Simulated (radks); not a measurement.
Gd V, configuration [Kr] 4d10 4f6 5s2 5p5 6p1 (not the ground configuration).

All-electron calculation, scalar-relativistic Kohn-Sham, PBE, spin-polarised, spherical densities, point nucleus; open shells are filled with parallel spins first (spin-orbit coupling, left out, can overturn this in heavy ions). Program: a radial shooting solver on a logarithmic mesh with Libxc functionals.

Energy parts (eV):
| part | energy |
|---|---|
| total | -306587.23 |
| kinetic | 329257.65 |
| electron-nucleus | -744775.61 |
| Hartree | 115652.31 |
| exchange-correlation | -6721.59 |

Orbitals (lengths in bohr, moments of r in powers of bohr):
| orbital | occ. | eigenvalue (eV) | <r^2> |
|---|---|---|---|
| 1s up | 1 | -50158.31 | 0.0006547 |
| 1s down | 1 | -50158.21 | 0.0006547 |
| 2s up | 1 | -8326.726 | 0.01027 |
| 2s down | 1 | -8326.628 | 0.01027 |
| 2p up | 3 | -7415.241 | 0.008283 |
| 2p down | 3 | -7415.124 | 0.008282 |
| 3s up | 1 | -1889.537 | 0.06828 |
| 3s down | 1 | -1886.986 | 0.06817 |
| 3p up | 3 | -1607.218 | 0.06849 |
| 3p down | 3 | -1604.667 | 0.06834 |
| 3d up | 5 | -1234.440 | 0.05756 |
| 3d down | 5 | -1232.468 | 0.05739 |
| 4s up | 1 | -425.6990 | 0.3436 |
| 4s down | 1 | -419.8439 | 0.3437 |
| 4p up | 3 | -332.4326 | 0.3872 |
| 4p down | 3 | -326.6285 | 0.3873 |
| 4d up | 5 | -203.3990 | 0.4625 |
| 4d down | 5 | -197.6312 | 0.4636 |
| 5s up | 1 | -98.8767 | 1.812 |
| 5s down | 1 | -94.9484 | 1.855 |
| 5p up | 3 | -74.1163 | 2.319 |
| 5p down | 2 | -70.8006 | 2.391 |
| 4f up | 6 | -62.7771 | 0.7672 |
| 4f down | 0 | -57.2262 | 0.8035 |
| 6p up | 1 | -28.7724 | 11.17 |

The highest occupied level is 6p up at -28.772 eV. The configuration is held as typed, so some empty levels lie below it. Summed over all electrons, <r^2> = 40.01 bohr^2, which gives a Langevin (diamagnetic) susceptibility term of -31.7 x 10^-6 cm^3/mol. The density falls to 0.001 e/bohr^3 at r = 4.16 bohr. Spin moment in Bohr magnetons: 8.
